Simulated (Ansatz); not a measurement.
B2P2⁺. Total charge 1; doublet. Geometry PBE-D4/def2-TZVP, basis def2-TZVP, Ansatz.

```
atom   x (Å)   y (Å)   z (Å)
  B1  -0.132   0.757  -0.386
  B2   0.133  -0.758   0.385
  P3  -1.383  -0.577  -0.659
  P4   1.382   0.578   0.660
```

| run | HOMO (eV) | LUMO (eV) |
| --- | --- | --- |
| A | -13.44 | -9.88 |
| B | -12.36 | -11.39 |
| C | -15.20 | -8.87 |
| D | -12.65 | -10.91 |
| E | -11.67 | -11.61 |
| F | -11.97 | -11.69 |

LC-ωPBE has ω = 0.4 bohr⁻¹. HOMO above LUMO, or a gap near zero within one spin, warns that the state may not be the lowest or that an electron is smeared out. The structure comes from a short search, and lower isomers may exist.

HOMO and LUMO are taken over both spins.

Task: The runs used BHLYP, LC-ωPBE, PBE, PBE0, r2SCAN, r2SCANh. Estimate which is which.

Result: A BHLYP (50 % exact exchange); B r2SCANh (10 % exact exchange); C LC-ωPBE (range-separated); D PBE0 (25 % exact exchange); E PBE (0 % exact exchange); F r2SCAN (0 % exact exchange). Exact exchange lowers occupied and raises empty levels; among semilocal functionals meta-GGAs tend to open the gap a little, and such runs are hard to tell apart. The gap grows from 0.06 eV (PBE) to 6.33 eV (LC-ωPBE). At PBE-D4/def2-TZVP the gap within one spin of the charge 1 doublet nearly closes, so an electron or hole may be smeared out by delocalisation error.
